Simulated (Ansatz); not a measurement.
Relaxation of CH$_{6}$AlISeSi (11 atoms, charge 0, multiplicity 1), to a largest force component of 0.015 eV/Å in at most 40 steps.

Computed with Ansatz 0.2.0, RKS PBE-D4/def2-SVP.

```xyz
11
Properties=species:S:1:pos:R:3:forces:R:3
Si -1.487 1.149 -0.418 -0.81 0.69 -0.28
Se -1.366 -1.083 -0.617 -0.74 -0.58 0.04
C 0.554 -1.048 -0.691 1.65 0.64 1.38
Al 1.408 -0.958 1.167 -0.86 -0.23 -0.06
I 2.741 1.068 1.870 -0.11 -0.27 -0.09
H -0.900 1.846 -1.595 0.28 0.03 -0.26
H -2.928 1.576 -0.373 -0.06 -0.17 0.07
H -0.825 1.659 0.792 0.38 0.11 0.55
H 0.949 -1.969 -1.110 0.03 -0.66 -0.62
H 0.952 -0.187 -1.252 -0.07 0.03 -0.47
H 0.967 -2.110 2.249 0.32 0.40 -0.26
```

Question: Where does it end, and by what steps?

Answer: The run converged. The force dipped under the threshold on the way, but the program's further checks kept it going. After 25 steps the energy has fallen by 0.466 eV; I5 moved furthest, 0.75 Å. Joined: Se2–Al4 (3.30 → 2.65 Å).

```csv
step,energy less start (eV),largest force component (eV/Å),accepted
0,0.0000,1.647,yes
1,-0.2357,1.045,yes
2,-0.3052,0.440,yes
3,-0.3374,0.476,yes
4,-0.3742,0.317,yes
5,-0.3973,0.293,yes
6,-0.4183,0.222,yes
7,-0.4433,0.080,yes
8,-0.4401,0.251,no
9,-0.4545,0.057,yes
10,-0.4567,0.089,yes
11,-0.4573,0.034,yes
12,-0.4575,0.019,yes
13,-0.4577,0.007,yes
14,-0.4583,0.058,yes
15,-0.4584,0.144,yes
16,-0.4595,0.085,yes
17,-0.4609,0.031,yes
18,-0.4618,0.150,yes
19,-0.4632,0.078,yes
20,-0.4640,0.034,yes
21,-0.4649,0.014,yes
22,-0.4653,0.048,yes
23,-0.4655,0.020,yes
24,-0.4655,0.020,no
25,-0.4656,0.003,yes
```

```xyz
11
Properties=species:S:1:pos:R:3
Si -1.384 1.352 -0.230
Se -1.155 -0.957 0.023
C 0.691 -1.229 -0.813
Al 1.289 -1.015 1.042
I 2.045 1.286 1.717
H -0.316 1.816 -1.174
H -2.746 1.554 -0.833
H -1.306 2.051 1.093
H 0.646 -2.233 -1.276
H 0.854 -0.454 -1.584
H 1.447 -2.228 2.055
```

The run took 68 s on 2 threads of Intel(R) Xeon(R) Platinum 8488C (Sapphire Rapids) (shared host), peak memory 0.23 GiB.
